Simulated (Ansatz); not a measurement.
Geometry optimisation of C3H5AlS, SMILES `S[CH2][Al]1[CH]=[CH]1`.

```yaml
crystal:
  periodic: [false, false, false]
  atoms:
    - {symbol: S, position_ang: [-1.617202, -1.518522, -0.892675]}
    - {symbol: C, position_ang: [-0.091304, -1.803773, 0.152744]}
    - {symbol: Al, position_ang: [0.416767, 0.078820, 0.075728]}
    - {symbol: C, position_ang: [0.342972, 1.903217, 0.529800]}
    - {symbol: C, position_ang: [1.228899, 1.670954, -0.503657]}
    - {symbol: H, position_ang: [-2.346557, -0.870451, 0.061504]}
    - {symbol: H, position_ang: [-0.338579, -2.326626, 1.095869]}
    - {symbol: H, position_ang: [0.550816, -2.464969, -0.462599]}
    - {symbol: H, position_ang: [0.090275, 2.873523, 1.001928]}
    - {symbol: H, position_ang: [1.847012, 2.406626, -1.055641]}
basis:
  gaussian: {orbitals: def2-TZVP}
hamiltonian: {xc: pbe0, dispersion: d4}
relax: {f_tol: 0.005, max_steps: 150}
```

```sh
$ ansatz run in.yaml --threads 4 --pin off --events-out ev --progress --plain --max-ram 10444MiB
```

It prints (some lines left out):

```
Functional definition: PBE0
mean field -20613.48259791 eV, -757.5315131530 hartree, gradient 4.9e-5 eV, S^2 0.000000; 0 other end points of the search recorded, 0 dependent functions left out
relax step   1: F+E_penalty+E_count = -20613.67309381 eV  Δ(F+E_penalty+E_count) = +0.000e0 eV  max|allowed force component| = 6.680e-1 eV/Å  Δτ_max = 0.0000 Å  (29 SCF iters, accepted)
mean field -20613.53004611 eV, -757.5332568419 hartree, gradient 1.1e-5 eV, S^2 0.000000; 0 other end points of the search recorded, 0 dependent functions left out
relax step   2: F+E_penalty+E_count = -20613.72182542 eV  Δ(F+E_penalty+E_count) = -4.873e-2 eV  max|allowed force component| = 2.796e-1 eV/Å  Δτ_max = 0.0459 Å  (32 SCF iters, accepted)
mean field -20613.53776810 eV, -757.5335406198 hartree, gradient 1.1e-5 eV, S^2 0.000000; 0 other end points of the search recorded, 0 dependent functions left out
relax step   3: F+E_penalty+E_count = -20613.73072084 eV  Δ(F+E_penalty+E_count) = -8.895e-3 eV  max|allowed force component| = 4.745e-2 eV/Å  Δτ_max = 0.0308 Å  (33 SCF iters, accepted)
mean field -20613.53796089 eV, -757.5335477047 hartree, gradient 1.2e-5 eV, S^2 0.000000; 0 other end points of the search recorded, 0 dependent functions left out
relax step   4: F+E_penalty+E_count = -20613.73101278 eV  Δ(F+E_penalty+E_count) = -2.919e-4 eV  max|allowed force component| = 1.885e-2 eV/Å  Δτ_max = 0.0135 Å  (33 SCF iters, accepted)
mean field -20613.53799127 eV, -757.5335488214 hartree, gradient 1.2e-5 eV, S^2 0.000000; 0 other end points of the search recorded, 0 dependent functions left out
relax step   5: F+E_penalty+E_count = -20613.73114027 eV  Δ(F+E_penalty+E_count) = -1.275e-4 eV  max|allowed force component| = 2.041e-2 eV/Å  Δτ_max = 0.0078 Å  (34 SCF iters, accepted)
mean field -20613.53796864 eV, -757.5335479897 hartree, gradient 1.2e-5 eV, S^2 0.000000; 0 other end points of the search recorded, 0 dependent functions left out
relax step   6: F+E_penalty+E_count = -20613.73117927 eV  Δ(F+E_penalty+E_count) = -3.900e-5 eV  max|allowed force component| = 1.441e-2 eV/Å  Δτ_max = 0.0029 Å  (35 SCF iters, accepted)
mean field -20613.53794350 eV, -757.5335470659 hartree, gradient 1.2e-5 eV, S^2 0.000000; 0 other end points of the search recorded, 0 dependent functions left out
relax step   7: F+E_penalty+E_count = -20613.73119931 eV  Δ(F+E_penalty+E_count) = -2.004e-5 eV  max|allowed force component| = 6.506e-3 eV/Å  Δτ_max = 0.0021 Å  (35 SCF iters, accepted)
mean field -20613.53790336 eV, -757.5335455906 hartree, gradient 1.2e-5 eV, S^2 0.000000; 0 other end points of the search recorded, 0 dependent functions left out
relax step   8: F+E_penalty+E_count = -20613.73121079 eV  Δ(F+E_penalty+E_count) = -1.148e-5 eV  max|allowed force component| = 2.901e-3 eV/Å  Δτ_max = 0.0029 Å  (34 SCF iters, accepted)
mean field -20613.53790336 eV, -757.5335455906 hartree, gradient 1.2e-5 eV, S^2 0.000000; 1 other end points of the search recorded, 0 dependent functions left out
Total energy: -20613.73124409 eV, -757.5406507313 hartree
Atom 0 at    -1.587400    -1.498429    -0.867195 Å, force     0.002901     0.000152     0.000051 eV/Å
Atom 1 at    -0.082594    -1.795072     0.159240 Å, force    -0.001376     0.000221    -0.002733 eV/Å
Atom 2 at     0.386362     0.076412     0.060874 Å, force    -0.001746     0.001203     0.000514 eV/Å
Atom 3 at     0.326655     1.872524     0.522708 Å, force     0.000323     0.000589    -0.002368 eV/Å
Atom 4 at     1.199809     1.642679    -0.502743 Å, force     0.001121    -0.000062     0.001930 eV/Å
Atom 5 at    -2.284426    -0.801107     0.047086 Å, force     0.001087    -0.000729     0.000722 eV/Å
Atom 6 at    -0.328962    -2.314471     1.082159 Å, force    -0.000486    -0.000194     0.001096 eV/Å
Atom 7 at     0.549799    -2.437536    -0.454819 Å, force    -0.001082    -0.000815     0.000636 eV/Å
Atom 8 at     0.094357     2.829974     0.986986 Å, force    -0.000295    -0.000283     0.002069 eV/Å
Atom 9 at     1.809499     2.373825    -1.031295 Å, force    -0.000448    -0.000082    -0.001917 eV/Å
Dipole moment:    -0.074292    -0.373442     0.169447 e Å
```

Hardware: 4 threads of an INTEL XEON PLATINUM 8581C on a shared host. Wall time 19 s, peak host memory 0.53 GiB.
